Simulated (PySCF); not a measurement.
(FAlO)3 ring, Al3F3O3.
Geometry (PBE0-D3(BJ)/def2-SVP, Å), atoms numbered from 1 in this order:
```xyz
9
Al3F3O3 angstrom
Al     0.558   -0.576    1.549
F      1.075   -1.162    3.001
O     -1.092   -0.395    1.172
Al    -1.690    0.150   -0.325
F     -3.304    0.256   -0.647
O     -0.503    0.561   -1.472
Al     1.175    0.429   -1.223
F      2.274    0.796   -2.396
O      1.641   -0.129    0.315
```

Definitions: NICS(0) = −σiso at the ring centroid; NICS(1) = −σiso and NICS(1)zz = −σzz at ±1 Å along the ring normal z. Level: GIAO B3LYP/pcSseg-1 (pcSseg-2 on Al) (PySCF, non-relativistic, gas phase) on the PBE0-D3(BJ)/def2-SVP geometry, one conformer.

Ring bond lengths (Å): Al1–O3 1.702, O3–Al4 1.702, Al4–O6 1.701, O6–Al7 1.701, Al7–O9 1.702, O9–Al1 1.702.

Task: What do the NICS probes read (ppm)?

Result: 
```tsv
ring	type	NICS(0)	NICS(1), two faces	NICS(1)zz, two faces	rms pucker (Å)	centre to ring atoms, mean (Å)
Al1–O3–Al4–O6–Al7–O9	6-membered ring with 3 Al and 3 O	-3.8	-1.5 / -1.5	2.2 / 2.1	0.01	1.70
```

Task: What do they say, and how far can they be read as aromaticity?

Result: 
- Al1–O3–Al4–O6–Al7–O9: mean NICS(1)zz 2.1 ppm, near zero.

Task: What field does 11.7 T along the ring normal induce along that normal at the second NICS(1) probe listed for ring Al1–O3–Al4–O6–Al7–O9, 1 Å off the ring?

Result: NICSzz × B0 = 2.1 ppm × 11.7 T = 25 μT, along the applied field.

Task: How do the values depend on the level or the medium?

Result: 
```tsv
level	NICS(0), Al1–O3–Al4–O6–Al7–O9	mean NICS(1)zz, Al1–O3–Al4–O6–Al7–O9
B3LYP/pcSseg-1 (pcSseg-2 on Al), gas	-3.8	2.1
PBE/pcSseg-1 (pcSseg-2 on Al), gas	-4.2	2.0
PBE0/pcSseg-1 (pcSseg-2 on Al), gas	-3.9	2.1
```

The geometry is the same throughout.
